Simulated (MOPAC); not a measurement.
Job for MOPAC: PM6 on GeH4 (SMILES [GeH4]).

```
PM6 1SCF PRECISE CHARGE=0 THREADS=1
GeH4

Ge    -0.14772055 1    -0.20649147 1     3.61925976 1
H     -0.71401466 1    -1.18140315 1     2.57327287 1
H     -0.63432529 1     1.21721957 1     3.32638394 1
H      1.38400874 1    -0.26663088 1     3.61575781 1
H     -0.66540046 1    -0.64111823 1     5.00372238 1
```

It printed:

```
*******************************************************************************
 **                                                                           **
 **                              MOPAC v23.2.5                                **
 **                                                                           **
 *******************************************************************************
 ** MOPAC's Digital Object Identifier: https://doi.org/10.5281/zenodo.6511958 **
 **                                                                           **
 ** Please cite the open-source release paper for use of this MOPAC version:  **
 ** J. E. Moussa and J. J. P. Stewart (2026)                                  **
 ** MOPAC: An open-source semiempirical molecular orbital program             **
 ** J. Open Source Softw., 11(119), 8025, https://doi.org/10.21105/joss.08025 **
 *******************************************************************************

                              PM6 CALCULATION RESULTS

 *******************************************************************************
 *  PM6        - The PM6 Hamiltonian to be used
 *
 *
 *
 *                 CHARGE ON SYSTEM = 0
 *
 *
 *
 *  PRECISE    - TIGHTER CRITERIA TO BE USED
 *  1SCF       - DO 1 SCF AND THEN STOP
 *  THREADS=1  - MULTI-THREADING NOT USED
 *  T=         - A TIME OF 172800.0 SECONDS REQUESTED
 *  DUMP=N     - RESTART FILE WRITTEN EVERY 7200.0 SECONDS REQUESTED
 *******************************************************************************
PM6 1SCF PRECISE CHARGE=0 THREADS=1
 GeH4

   ATOM   CHEMICAL          X               Y               Z
  NUMBER   SYMBOL      (ANGSTROMS)     (ANGSTROMS)     (ANGSTROMS)

     1      Ge         -0.14772055  *  -0.20649147  *   3.61925976  *
     2       H         -0.71401466  *  -1.18140315  *   2.57327287  *
     3       H         -0.63432529  *   1.21721957  *   3.32638394  *
     4       H          1.38400874  *  -0.26663088  *   3.61575781  *
     5       H         -0.66540046  *  -0.64111823  *   5.00372238  *



          CARTESIAN COORDINATES

    NO.       ATOM           X           Y           Z

     1        Ge         -0.1477     -0.2065      3.6193
     2         H         -0.7140     -1.1814      2.5733
     3         H         -0.6343      1.2172      3.3264
     4         H          1.3840     -0.2666      3.6158
     5         H         -0.6654     -0.6411      5.0037

 General Reference for PM6:
 "Optimization of Parameters for Semiempirical Methods V: Modification of NDDO Approximations
 and Application to 70 Elements", J. J. P. Stewart, J. Mol. Mod., 13, 1173-1213 (2007)
 URL: https://link.springer.com/article/10.1007/s00894-007-0233-4

           Empirical Formula: H4 Ge  =     5 atoms



      MOLECULAR POINT GROUP   :   Cs


      RHF CALCULATION, NO. OF DOUBLY OCCUPIED LEVELS = 4


 -------------------------------------------------------------------------------
 PM6 1SCF PRECISE CHARGE=0 THREADS=1
 GeH4



     1SCF WAS SPECIFIED, SO BFGS WAS NOT USED
     SCF FIELD WAS ACHIEVED


                              PM6 CALCULATION
                                                       MOPAC v23.2.5 Linux




          FINAL HEAT OF FORMATION =         17.42806 KCAL/MOL =      72.91902 KJ/MOL


          COSMO AREA              =         80.06 SQUARE ANGSTROMS
          COSMO VOLUME            =         65.64 CUBIC ANGSTROMS

          IONIZATION POTENTIAL    =         12.080626 EV
          HOMO LUMO ENERGIES (EV) =        -12.081  2.291
          NO. OF FILLED LEVELS    =          4
          MOLECULAR WEIGHT        =         76.6216         POINT GROUP:  Cs

          MOLECULAR DIMENSIONS (Angstroms)

            Atom       Atom       Distance
            H     4    H     3     2.52175
            H     2    H     5     2.49025
            H     2    H     4     1.77663


          SCF CALCULATIONS        =          1





   ATOM   CHEMICAL          X               Y               Z
  NUMBER   SYMBOL      (ANGSTROMS)     (ANGSTROMS)     (ANGSTROMS)

     1      Ge         -0.14772055  *  -0.20649147  *   3.61925976  *
     2       H         -0.71401466  *  -1.18140315  *   2.57327287  *
     3       H         -0.63432529  *   1.21721957  *   3.32638394  *
     4       H          1.38400874  *  -0.26663088  *   3.61575781  *
     5       H         -0.66540046  *  -0.64111823  *   5.00372238  *

                             CARTESIAN COORDINATES

   1   Ge       -0.147720550    -0.206491470     3.619259760
   2    H       -0.714014660    -1.181403150     2.573272870
   3    H       -0.634325290     1.217219570     3.326383940
   4    H        1.384008740    -0.266630880     3.615757810
   5    H       -0.665400460    -0.641118230     5.003722380


           Empirical Formula: H4 Ge  =     5 atoms



      MOLECULAR POINT GROUP   :   Cs


                  EIGENVALUES
 -19.37929 -12.19123 -12.16020 -12.08063   2.29115   2.34348   2.36681   3.59366


              NET ATOMIC CHARGES AND DIPOLE CONTRIBUTIONS

  ATOM NO.   TYPE          CHARGE      No. of ELECS.   s-Pop       p-Pop
    1         Ge          -0.565765        4.5658     1.22156     3.34420
    2          H           0.141340        0.8587     0.85866
    3          H           0.142110        0.8579     0.85789
    4          H           0.142087        0.8579     0.85791
    5          H           0.140228        0.8598     0.85977
 DIPOLE           X         Y         Z       TOTAL
 POINT-CHG.    -0.020    -0.024     0.020     0.037
 HYBRID        -0.006    -0.007     0.008     0.013
 SUM           -0.026    -0.031     0.028     0.050


          ATOMIC ORBITAL ELECTRON POPULATIONS

     Atom    s        px        py        pz
    1 Ge   1.22156   1.11361   1.11376   1.11683
    2  H   0.85866
    3  H   0.85789
    4  H   0.85791
    5  H   0.85977

 **********************
 *                    *
 * JOB ENDED NORMALLY *
 *                    *
 **********************




 == MOPAC DONE ==
```

The run finished.

Cost: roughly 0.03 core-seconds.
